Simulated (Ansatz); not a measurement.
Ansatz (an electronic-structure program) input (B3LYP-D3(BJ)/def2-TZVP):

Ansatz 0.2 input:
```yaml
crystal:
  periodic: [false, false, false]
  atoms:
    - {symbol: F, position_ang: [-1.18948783, -0.32927439, 0.02074767]}
    - {symbol: S, position_ang: [-0.00409544, 0.68595419, 0.00942244]}
    - {symbol: F, position_ang: [1.17721153, -0.33405361, 0.03827494]}
basis:
  gaussian:
    orbitals: def2-TZVP
hamiltonian:
  xc: b3lyp
  dispersion: d3bj
total_charge: 1
magnetization: {spin_polarized: true, initial_magnetization: 1}
relax: {f_tol: 0.002, max_steps: 150}
```

End of the output:

```
mean field -16261.00634996 eV, -597.5809612550 hartree, gradient 2.0e-5 eV, S^2 0.754858; 0 other end points of the search recorded, 0 dependent functions left out
the calculation of the forces begins
reference -16261.00650626 eV, -597.5809669988 hartree; 17, 16 occupied and 82, 83 virtual orbitals, 583 factors
relax step   5: F+E_penalty+E_count = -16261.05589405 eV  Δ(F+E_penalty+E_count) = -3.901e-7 eV  max|allowed force component| = 8.957e-4 eV/Å  Δτ_max = 0.0001 Å  (20 SCF iters, accepted)
integrals: 0.02 GiB planned
583 factors; their error is unknown
mean field: 0.32 GiB planned
mean field -16261.00634996 eV, -597.5809612550 hartree, gradient 2.0e-5 eV, S^2 0.754858; 1 other end points of the search recorded, 0 dependent functions left out
the calculation of the forces begins
reference -16261.00650626 eV, -597.5809669988 hartree; 17, 16 occupied and 82, 83 virtual orbitals, 583 factors
Total energy: -16261.05605035 eV, -597.5827877106 hartree
Atom 0 at    -1.185707    -0.308132     0.020358 Å, force    -0.000896    -0.000217    -0.000002 eV/Å
Atom 1 at    -0.004099     0.643585     0.010259 Å, force    -0.000000     0.000439    -0.000009 eV/Å
Atom 2 at     1.173434    -0.312826     0.037828 Å, force     0.000896    -0.000222     0.000011 eV/Å
Dipole moment:     0.000898     0.420450    -0.008300 e Å
```
